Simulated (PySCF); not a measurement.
Correlation energy of P²⁺ (phosphorus, charge +2)

[Ne] 3s1 3p2, high-spin 4P determinant (an excited configuration). All numbers are calculated (PySCF 2.14, scalar relativity by spin-free X2C-1e, in aug-cc-pCVTZ-DK (8s7p5d3f, 75 functions)). Frozen: 1s2; 11 electrons correlated.

```tsv
level	correlation energy (mhartree)
CCSD	-302.47
(T)	-1.66
CCSD(T)	-304.13
```

Diagnostics: T1 = 0.0025, D1 = 0.0090, largest double amplitude 0.051.

Task: Is a single reference adequate?

Result: Yes: T1 lies below 0.03 and no double amplitude reaches 0.07.
